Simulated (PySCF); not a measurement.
**Curvature of the energy in the electron number along group 14, charge +1**

Calculated with PySCF 2.14, in def2-TZVPPD, non-relativistic, def2-TZVPPD with the def2 core potential (28 electrons), ECP, def2-TZVPPD with the def2 core potential (60 electrons), ECP: one orbital is emptied in steps, and each cell gives the departure of E from the straight line at half an electron, in eV (from a cubic fit). The exact functional gives zero.

```
species   orbital    LDA    PBE  r2SCAN   PBE0  BHandHLYP  LC-wPBE  wB97X   UHF
     C⁺  2p alpha  -1.77  -1.74   -1.57  -1.26      -0.80    -0.51  -0.57  0.17
    Si⁺  3p alpha  -1.08  -1.05   -0.97  -0.77      -0.51    -0.10  -0.17  0.09
    Sn⁺  5p alpha  -0.94  -0.90   -0.84  -0.65      -0.45    -0.04  -0.14  0.07
    Pb⁺  6p alpha  -0.91  -0.88   -0.80  -0.64      -0.44    -0.03  -0.12  0.06
```

Problem. Estimate the missing row, Ge⁺.

Solution. The calculation gives LDA -1.05; PBE -1.01; r2SCAN -0.94; PBE0 -0.73; BHandHLYP -0.50; LC-wPBE -0.09; wB97X -0.18; UHF 0.08.

Problem. How does the mean departure depend on the functional?

Solution. LDA -1.15 eV; PBE -1.12 eV; r2SCAN -1.02 eV; PBE0 -0.81 eV; BHandHLYP -0.54 eV; LC-wPBE -0.15 eV; wB97X -0.24 eV; UHF 0.09 eV. Semilocal functionals are convex (delocalisation error), Hartree-Fock is concave or straight, and exact exchange removes curvature roughly in proportion to its share, so among the functionals the range-separated hybrids usually come closest to zero.

No spin-orbit coupling is included.
